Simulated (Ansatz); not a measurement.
`F[Si](F)(Cl)[S][GeH2][Cl]` and `F[SiH](F)Cl` differ in one atom or group.

Ansatz, PBE0-D4/def2-TZVP geometries, multiplicity 1. Each molecule was computed in one conformer, which needn't be the lowest.

Scalar relativity is left out up to krypton.

```csv
property,`F[Si](F)(Cl)[S][GeH2][Cl]`
HOMO energy (ωB97M-V/def2-TZVPP) / eV,-10.53
HOMO–LUMO gap (PBE0/def2-TZVPP) / eV,7.31
HOMO–LUMO gap (B3LYP/def2-TZVPP) / eV,6.75
size of the dipole moment (B3LYP/def2-TZVPP) / D,2.17
size of the dipole moment (ωB97M-V/def2-TZVPP) / D,2.19
size of the dipole moment (PBE/def2-TZVPP) / D,2.05
```

Give the same properties after the change, and the shifts. (Estimate.)

Ansatz gave: 
```csv
property,`F[SiH](F)Cl`,shift
HOMO energy (ωB97M-V/def2-TZVPP) / eV,-12.29,-1.76
HOMO–LUMO gap (PBE0/def2-TZVPP) / eV,10.60,3.29
HOMO–LUMO gap (B3LYP/def2-TZVPP) / eV,10.07,3.32
size of the dipole moment (B3LYP/def2-TZVPP) / D,1.19,-0.98
size of the dipole moment (ωB97M-V/def2-TZVPP) / D,1.16,-1.03
size of the dipole moment (PBE/def2-TZVPP) / D,1.08,-0.97
```

With PBE0 the HOMO falls by 1.63 eV and the LUMO rises by 1.66 eV, so the gap widens by about 3.29 eV. PBE moves the HOMO by -1.44 eV and ωB97M-V by -1.76 eV. Dipoles are sizes alone; their direction can turn.

B3LYP here is the variant with VWN-RPA as its local correlation; programs differ in this.
